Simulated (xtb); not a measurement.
xtb input (GFN2-xTB):

```bash
xtb mol.xyz --gfn 2 --ohess tight --chrg -1 --uhf 0
```
mol.xyz:
```
17

C      2.63327611    -0.37756529    -0.00136885
C      1.26538944    -0.81292341    -0.22744130
C      0.07322083    -0.00902655    -0.29285156
C      0.08229876     1.44344668    -0.19385298
C     -1.27508682    -0.72959454    -0.50769900
C     -2.09972902    -0.61393493     0.71167218
H      3.11525492    -0.90487828     0.84679756
H      3.25761986    -0.55913034    -0.91434390
H      2.75450119     0.73108027     0.21877850
H     -0.50935136     1.84616335    -1.02916101
H      1.05636187     1.94991450    -0.33668606
H     -0.36217751     1.81152409     0.73964907
H     -1.75797233    -0.22220475    -1.39443152
H     -1.07871027    -1.77463368    -0.76258275
H     -2.36396453     0.40114951     1.01127617
H     -1.60605793    -1.10422466     1.61428752
H     -3.10430993    -1.11079052     0.55465378
```

Output:

```
           -------------------------------------------------
          |                Calculation Setup                |
           -------------------------------------------------

           -------------------------------------------------
          |                 G F N 2 - x T B                 |
           -------------------------------------------------

        Reference                      10.1021/acs.jctc.8b01176
      * Hamiltonian:
        H0-scaling (s, p, d)           1.850000    2.230000    2.230000
        zeta-weighting                 0.500000
      * Dispersion:
        s8                             2.700000
        a1                             0.520000
        a2                             5.000000
        s9                             5.000000
      * Repulsion:
        kExp                           1.500000    1.000000
        rExp                           1.000000
      * Coulomb:
        alpha                          2.000000
        third order                    shell-resolved
        anisotropic                    true
        a3                             3.000000
        a5                             4.000000
        cn-shift                       1.200000
        cn-exp                         4.000000
        max-rad                        5.000000

          ...................................................
          :                      SETUP                      :
          :.................................................:
          :  # basis functions                  35          :
          :  # atomic orbitals                  35          :
          :  # shells                           23          :
          :  # electrons                        36          :
          :  max. iterations                   250          :
          :  Hamiltonian                  GFN2-xTB          :
          :  restarted?                      false          :
          :  GBSA solvation                  false          :
          :  PC potential                    false          :
          :  electronic temp.          300.0000000     K    :
          :  accuracy                    1.0000000          :
          :  -> integral cutoff          0.2500000E+02      :
          :  -> integral neglect         0.1000000E-07      :
          :  -> SCF convergence          0.1000000E-05 Eh   :
          :  -> wf. convergence          0.1000000E-03 e    :
          :  Broyden damping             0.4000000          :
          :  net charge                         -1          :
          :  unpaired electrons                  0          :
          ...................................................

 iter      E             dE          RMSdq      gap      omega  full diag
   1    -18.6050082 -0.186050E+02  0.405E+00    3.05       0.0  T
   2    -18.7059818 -0.100974E+00  0.312E+00    2.49       1.0  T
   3    -18.7430342 -0.370523E-01  0.152E+00    2.91       1.0  T
   4    -18.7408803  0.215385E-02  0.110E+00    2.69       1.0  T
   5    -18.7488829 -0.800256E-02  0.102E-01    2.85       1.0  T
   6    -18.7489192 -0.363644E-04  0.693E-02    2.83       1.0  T
[...]
          |               Frequency Printout                |
           -------------------------------------------------
 projected vibrational frequencies (cm⁻¹)
eigval :       -0.00    -0.00    -0.00    -0.00     0.00     0.00
eigval :       36.97    70.89    89.55   177.04   218.89   297.15
Molecule has no symmetry elements
It seems to be the C1 point group
eigval :      315.10   402.08   466.78   517.92   738.70   801.17
eigval :      900.90   924.00   955.03   987.71   994.60  1033.98
eigval :     1062.51  1091.91  1138.65  1258.68  1313.41  1360.41
eigval :     1385.91  1388.60  1491.48  1513.62  1516.16  1520.99
eigval :     1523.81  1529.53  1532.69  1575.35  2662.85  2801.26
eigval :     2847.65  2853.85  2881.72  2888.17  2922.51  2946.51
eigval :     2968.80  3000.50  3014.83
 reduced masses (amu)
   1:  9.23   2:  9.16   3:  9.71   4: 10.39   5:  9.82   6: 10.20   7:  1.37   8:  5.83
   9:  3.91  10:  6.24  11:  3.86  12:  8.06  13:  8.70  14:  7.59  15:  9.47  16:  8.47
  17:  9.04  18:  3.17  19:  7.90  20:  5.64  21:  4.59  22:  4.50  23:  5.70  24:  7.10
  25:  7.19  26:  5.78  27:  9.11  28:  2.98  29:  4.20  30:  2.87  31:  2.94  32:  2.94
  33:  1.89  34:  1.68  35:  1.70  36:  1.64  37:  1.67  38:  2.49  39:  1.68  40: 10.56
  41:  1.68  42:  1.72  43:  1.88  44:  1.86  45:  1.53  46:  1.47  47:  1.75  48:  1.68
  49:  1.57  50:  1.82  51:  1.54
 IR intensities (km·mol⁻¹)
   1:  1.50   2:  2.79   3:  3.51   4: 11.82   5:  9.01   6: 13.18   7:  1.53   8:  1.10
   9:  0.17  10:  4.91  11:  1.63  12:  3.98  13:  5.66  14:  1.90  15:  2.50  16:  4.07
  17:  1.57  18:  0.66  19: 23.60  20: 28.12  21:  9.81  22:  2.08  23: 31.82  24:  2.66
  25:  2.98  26: 16.96  27: 24.35  28:  7.32  29: 20.43  30: 28.49  31: 38.66  32: 10.95
  33:  3.13  34:  3.03  35:  3.57  36:  6.19  37:  1.63  38: 18.86  39:  6.17  40: 18.23
  41:282.92  42:173.01  43: 65.87  44:311.03  45:388.99  46: 25.66  47:151.38  48:125.15
  49: 95.24  50: 92.77  51: 53.61
 Raman intensities (Ä⁴*amu⁻¹)
   1:  0.00   2:  0.00   3:  0.00   4:  0.00   5:  0.00   6:  0.00   7:  0.00   8:  0.00
   9:  0.00  10:  0.00  11:  0.00  12:  0.00  13:  0.00  14:  0.00  15:  0.00  16:  0.00
  17:  0.00  18:  0.00  19:  0.00  20:  0.00  21:  0.00  22:  0.00  23:  0.00  24:  0.00
  25:  0.00  26:  0.00  27:  0.00  28:  0.00  29:  0.00  30:  0.00  31:  0.00  32:  0.00
  33:  0.00  34:  0.00  35:  0.00  36:  0.00  37:  0.00  38:  0.00  39:  0.00  40:  0.00
  41:  0.00  42:  0.00  43:  0.00  44:  0.00  45:  0.00  46:  0.00  47:  0.00  48:  0.00
  49:  0.00  50:  0.00  51:  0.00
 output can be read by thermo (or use thermo option).
 writing <g98.out> molden fake output.
 recommended (thermochemical) frequency scaling factor: 1.0
           -------------------------------------------------
          |             Thermodynamic Functions             |
           -------------------------------------------------

c1  symmetry found (for desy threshold:  0.10E+00) used in thermo

          ...................................................
          :                      SETUP                      :
          :.................................................:
          :  # frequencies                          45      :
          :  # imaginary freq.                       0      :
          :  linear?                             false      :
          :  only rotor calc.                    false      :
          :  symmetry                               c1      :
          :  rotational number                       1      :
          :  scaling factor                  1.0000000      :
          :  rotor cutoff                   50.0000000 cm⁻¹ :
          :  imag. cutoff                  -20.0000000 cm⁻¹ :
          :.................................................:

    mode    ω/cm⁻¹     T·S(HO)/kcal·mol⁻¹    T·S(FR)/kcal·mol⁻¹   T·S(vib)
   ------------------------------------------------------------------------
       1     36.97    -1.61452 ( 23.01%)    -1.14532 ( 76.99%)    -1.25329
       2     70.89    -1.23088 ( 80.16%)    -0.95277 ( 19.84%)    -1.17571
       3     89.55    -1.09414 ( 91.14%)    -0.88362 (  8.86%)    -1.07550
       4    177.04    -0.70344 ( 99.37%)    -0.68185 (  0.63%)    -0.70331
       5    218.89    -0.58684 ( 99.73%)    -0.61903 (  0.27%)    -0.58693
       6    297.15    -0.42722 ( 99.92%)    -0.52850 (  0.08%)    -0.42730
   ------------------------------------------------------------------------
Note: The following floating-point exceptions are signalling: IEEE_UNDERFLOW_FLAG IEEE_DENORMAL
normal termination of xtb

   temp. (K)  partition function   enthalpy   heat capacity  entropy
                                   cal/mol     cal/K/mol   cal/K/mol   J/K/mol
 298.15  VIB   440.                 3591.755     21.839     22.684
         ROT  0.180E+06              888.752      2.981     27.027
         INT  0.792E+08             4480.507     24.819     49.712
         TR   0.734E+27             1481.254      4.968     39.150
         TOT                        5961.7611    29.7875    88.8618   371.7977

       T/K    H(0)-H(T)+PV         H(T)/Eh          T*S/Eh         G(T)/Eh
   ------------------------------------------------------------------------
    298.15    0.950067E-02    0.155123E+00    0.422211E-01    0.112902E+00
   ------------------------------------------------------------------------

         :::::::::::::::::::::::::::::::::::::::::::::::::::::
         ::                  THERMODYNAMIC                  ::
         :::::::::::::::::::::::::::::::::::::::::::::::::::::
         :: total free energy         -18.408668531830 Eh   ::
         ::.................................................::
         :: total energy              -18.521570424160 Eh   ::
         :: zero point energy           0.145622326857 Eh   ::
         :: G(RRHO) w/o ZPVE           -0.032720434528 Eh   ::
         :: G(RRHO) contrib.            0.112901892329 Eh   ::
         :::::::::::::::::::::::::::::::::::::::::::::::::::::

optimized geometry written to: xtbopt.xyz

           -------------------------------------------------
          | TOTAL ENERGY              -18.521570424160 Eh   |
          | TOTAL ENTHALPY            -18.366447426194 Eh   |
          | TOTAL FREE ENERGY         -18.408668531830 Eh   |
          | GRADIENT NORM               0.000158336728 Eh/α |
          | HOMO-LUMO GAP               3.871590516510 eV   |
           -------------------------------------------------

------------------------------------------------------------------------
------------------------------------------------------------------------
 total:
 SCF:
 ANC optimizer:
 analytical hessian:
```

It need not be the lowest isomer of its formula. Whether it binds its extra electron was not tested at this geometry.
